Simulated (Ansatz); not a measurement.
Reaction (formal hydrolysis of a B–Si bond): `CB(N)[SiH2]O` + H₂O → `CB(N)O` + `O[SiH3]`

Program: Ansatz. Geometries: PBE0-D4/def2-TZVP. ΔE: electronic, gas phase. CCSD(T)/CBS is the MP2 limit (def2-TZVPP, def2-QZVPP) plus CCSD(T) − MP2 in def2-TZVPP, frozen cores. This one scheme is used for every species. DFT in def2-TZVPP. Each species was taken in one conformer, which may not be the lowest.

```tsv
species	PBE energy (Eh)
`CB(N)[SiH2]O`	-487.01601
H₂O	-76.38007
`CB(N)O`	-196.48874
`O[SiH3]`	-366.95617
```

(1) Work out ΔE.

Largest T1 diagnostic among the species: 0.012.

## Answers

(1) ΔE = (-196.48874) + (-366.95617) − (-487.01601) − (-76.38007) = -0.04883 Eh = -128.2 kJ/mol. CCSD(T)/CBS gives -135.3 kJ/mol.

The D4 term adds +7.5 kJ/mol with B3LYP and +4.4 kJ/mol with PBE0; it sums over pairs of atoms, weighted by their polarisabilities, and B3LYP, whose exchange is more repulsive, gets the larger term. In def2-TZVPP, CCSD(T) changes the Hartree–Fock value by +28.4 kJ/mol (the triples alone add +3.7 kJ/mol) and MP2 by +24.9 kJ/mol. From PBE to PBE0 (25 % exact exchange), in def2-TZVPP and without D4, ΔE moves by −6.5 kJ/mol.

B3LYP here is the variant with VWN-RPA as its local correlation; programs differ in this.
